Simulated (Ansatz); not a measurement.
`C[Se][SiH2]S` + `OCS` → `SCO[SiH2]S` + `C[SeH]`  (ligand exchange at the Si–Se bond)

Computed with Ansatz on PBE0-D4/def2-TZVP structures; ΔE is electronic, products minus reactants. CCSD(T)/CBS adds triple-zeta CCSD(T) − MP2 to the extrapolated MP2 energy (def2 sets, frozen cores). Functionals use def2-TZVPP. B3LYP here is the variant with VWN-RPA as its local correlation; programs differ in this. For Se outer-core shells are correlated without core-valence functions, which leaves a few kJ/mol of doubt a bond. Scalar relativity is left out up to krypton. Each species was taken in one conformer, which may not be the lowest.

Problem. Is it downhill or uphill in electronic energy at CCSD(T)/CBS, and by how much? (An estimate is asked.)

Solution. The calculation gave: Downhill: ΔE = -36.2 kJ/mol.

Problem. What do these levels give: r2SCAN-D4, PBE0-D4, B3LYP-D4, r2SCAN, PBE0, B3LYP, MP2/def2-TZVPP, SCS-MP2/def2-TZVPP, CCSD/def2-TZVPP, HF/def2-QZVPP, MP2/def2-QZVPP, HF/CBS(def2)? (Best estimate.)

Solution. The calculation gave: r2SCAN-D4 -37.3, PBE0-D4 -29.1, B3LYP-D4 -42.9, r2SCAN -36.8, PBE0 -28.2, B3LYP -41.7, MP2/def2-TZVPP -38.4, SCS-MP2/def2-TZVPP -42.9, CCSD/def2-TZVPP -42.9, HF/def2-QZVPP -50.8, MP2/def2-QZVPP -35.8, HF/CBS(def2) -51.0 kJ/mol.

Largest T1 diagnostic among the species: 0.012.

In def2-TZVPP, CCSD(T) changes the Hartree–Fock value by +7.8 kJ/mol (the triples alone add +1.3 kJ/mol) and MP2 by +11.0 kJ/mol.
